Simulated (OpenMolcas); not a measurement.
Fe²⁺.

| Property | Result |
| --- | --- |
| Program | OpenMolcas |
| Method | CASSCF |
| Basis | ANO-R1 [5s4p2d1f] |
| Scalar Hamiltonian | X2C, finite nucleus |
| Active space | 6 electrons in 5 orbitals (3d) |
| State averaging | 2S+1 = 5 even, 5 roots; 2S+1 = 3 even, 45 roots; 2S+1 = 1 even, 50 roots |
| Spin-orbit coupling | state interaction with AMFI integrals over the reference wave functions, term energies averaged over their components |

Levels without dynamic correlation, in cm⁻¹ above 3d⁶ ⁵D₄:

```json
{"Level": "3d⁶ ³P₂(1)", "E": "24536"}
{"Level": "3d⁶ ³H₆", "E": "22410"}
{"Level": "3d⁶ ³F₄(1)", "E": "25674"}
{"Level": "3d⁶ ³G₅", "E": "28313"}
```

On this reference, MS-CASPT2, IPEA 0.25 Eh, imaginary shift 0.1 Eh (closed shells correlated: 3s 3p) puts 3d⁶ ³P₂(1) at 19260 cm⁻¹.

Estimate the other levels at that method by one scale factor, and say how well it serves.

The factor is 19260 / 24536 = 0.785. Scaled values beside those that MS-CASPT2 gives and measured ones (Corliss and Sugar, J. Phys. Chem. Ref. Data 11, 135 (1982)):
```tsv
Level	Scaled	MS-CASPT2	Miss (%)	Measured
3d⁶ ³H₆	17592	21000	-16.2	20051
3d⁶ ³F₄(1)	20154	21950	-8.2	21462
3d⁶ ³G₅	22226	25830	-14.0	24559
```
For these levels the scaled values miss MS-CASPT2 by up to 16.2 %, as correlation changes each term by its own factor, spin-orbit parts do not scale and CASPT2 has its own spread within terms. This holds within one configuration; levels of others move differently, and the target method has errors of its own against measurement.

CASPT2 breaks the degeneracy within a term, and the mean is taken; among the terms shown or strongly mixed into the levels shown the widest spread is 310 cm-1 (3d⁶ ³G, MS-CASPT2). Without dynamic correlation excited terms often stand tens of per cent too high (terms of higher spin than the ground term too low), and those without a measured partner can miss by more than the paired ones (holds for CASSCF). Measured partners are found by configuration, term and J. A level has none where our copy of the source lacks it or the pairing is in doubt (some pairs that miss far off the trend of their configuration count as doubtful), and it then counts in no deviation. Levels of configurations outside the active space are missing.

A number in round brackets counts repeated terms of one configuration in the order of the reference energies.
